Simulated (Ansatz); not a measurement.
LnCl3: r2SCAN-D4/def2-TZVP single points in Ansatz on relaxed structures, gas phase. Core potentials for Ce, Dy, Er, Gd, Tb, no spin–orbit coupling. HOMO and LUMO are taken over both spins. With an open 4f shell the SCF may have ended above the lowest state. The structures are stationary points that may keep the symmetry of their start.

```json
{"species": "CeCl3", "atoms": "4", "state": "doublet", "geometry": "r2SCAN-D4/def2-SVP", "HOMO (eV)": "-5.16", "LUMO (eV)": "-3.97", "gap (eV)": "1.19", "point group (within 0.1 Å)": "C3v"}
{"species": "GdCl3", "atoms": "4", "state": "octet", "geometry": "PBE-D4/def2-SVP", "HOMO (eV)": "-7.91", "LUMO (eV)": "-3.51", "gap (eV)": "4.40", "point group (within 0.1 Å)": "C3v"}
{"species": "TbCl3", "atoms": "4", "state": "septet", "geometry": "B3LYP-D4/def2-SVP", "HOMO (eV)": "-6.74", "LUMO (eV)": "-5.02", "gap (eV)": "1.72", "point group (within 0.1 Å)": "C3v"}
{"species": "DyCl3", "atoms": "4", "state": "sextet", "geometry": "PBE0-D4/def2-SVP", "HOMO (eV)": "-7.84", "LUMO (eV)": "-5.85", "gap (eV)": "1.99", "point group (within 0.1 Å)": "–"}
{"species": "ErCl3", "atoms": "4", "state": "quartet", "geometry": "r2SCAN-D4/def2-SVP", "HOMO (eV)": "-8.12", "LUMO (eV)": "-5.13", "gap (eV)": "2.99", "point group (within 0.1 Å)": "D3h"}
```

The gap (eV) runs from 1.19 (CeCl3) to 4.40 (GdCl3).
